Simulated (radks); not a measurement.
The numbers below are computed, except where a source is named.
Species: Ar V. Configuration: [Ne] 3s2 3p2 (the NIST ground configuration). Level of theory: non-relativistic Kohn-Sham, LB94 model potential, spin-polarised, spherical densities, point nucleus; open shells are filled with parallel spins first (a radial shooting solver on a logarithmic mesh with Libxc functionals).

Normalised radial functions P(r) = r R(r), r in bohr:

r,2p up,3s down
0.003528,0.0023,0.0535
0.005016,0.0045,0.0740
0.007132,0.0090,0.1012
0.01014,0.0177,0.1360
0.01442,0.0344,0.1783
0.0205,0.0658,0.2252
0.02892,0.1217,0.2677
0.04113,0.2213,0.2919
0.05848,0.3856,0.2705
0.08315,0.6336,0.1710
0.1182,0.9607,-0.0263
0.1681,1.3081,-0.2912
0.239,1.5490,-0.5057
0.3372,1.5332,-0.4854
0.4794,1.1956,-0.0997
0.6817,0.6697,0.5255
0.9694,0.2391,0.9618
1.378,0.0471,0.8937
1.96,0.0041,0.4729
2.787,0.0001,0.1260
3.931,0.0000,0.0141

2p up: eigenvalue -316.28 eV, 0 radial nodes, <r> = 0.373 bohr, 90 % of the charge inside 0.616 bohr. 3s down: eigenvalue -88.087 eV, 2 radial nodes at r = 0.114, 0.509 bohr, <r> = 1.25 bohr, 90 % of the charge inside 1.85 bohr.
